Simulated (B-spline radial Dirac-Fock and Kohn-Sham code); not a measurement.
## Run log: Pt²⁺

ΔSCF core binding energies without Breit or QED terms, calculated with a radial atomic solver. Keys: rel is the Hamiltonian (dirac, or spin-free x2c and nr, where L3 and M5 stand for the whole 2p and 3d shells), method is hf or an exchange,correlation pair (spin-unpolarised, also for the hole states), nuc the nuclear model, radius_factor scales its radius, rmax is the box in bohr, h the logarithmic mesh step, order the B-spline order, points the quadrature points per cell, c_factor scales the speed of light, and damp, ndamp, maxit and tol steer the iteration. The run stops when the commutator error falls below 10·tol·max(1, Z/10), or the numerical noise floor, and the energy has settled to about 1e-8 Ha; the virial ratio is −V/T.

Input (task.json):

```json
{"items": [{"Z": 78, "q": 2, "cfg": [[1, 0, 2], [2, 0, 2], [2, 1, 6], [3, 0, 2], [3, 1, 6], [3, 2, 10], [4, 0, 2], [4, 1, 6], [4, 2, 10], [4, 3, 14], [5, 0, 2], [5, 1, 6], [5, 2, 8]], "A": 195, "rrms": 5.427, "do": "settings", "holes": ["K", "L3", "M5"],
  "settings": [{"rel": "dirac", "method": "hf", "nuc": "fermi", "radius_factor": 1.0, "rmax": 45.0, "h": 0.3, "order": 8, "points": 10, "c_factor": 1.0, "maxit": 2, "damp": 0.5, "ndamp": 3, "tol": 1e-08}]}]}
```

Command: `python xray2_run.py task.json out`

Ground-state iterations:

```
iter   energy (Ha)        error
   1   -18432.91523369  2.23e+00
   2   -18433.77983915  1.53e-01
```

The ground state had not converged after 2 iterations, with total energy -18433.77984 Ha, virial ratio 1.87676 and highest orbital energy -32.73 eV. ΔSCF binding energies: K (1s) 78876.8 eV, L3 (2p3/2) 11661.1 eV (not all states converged, so these are not final). Holes are computed only in closed shells, and unreliable hole states are left out.

**Question.** One setting is unsound. Which, and why?

**Answer.** maxit ends the run before self-consistency. With the default settings (Dirac Hartree-Fock): The ground state converged in 10 iterations, with total energy -18433.94331 Ha, virial ratio 1.87485 and highest orbital energy -31.13 eV. ΔSCF binding energies: K (1s) 78838.1 eV, L3 (2p3/2) 11627.7 eV. Holes are computed only in closed shells, and unreliable hole states are left out.
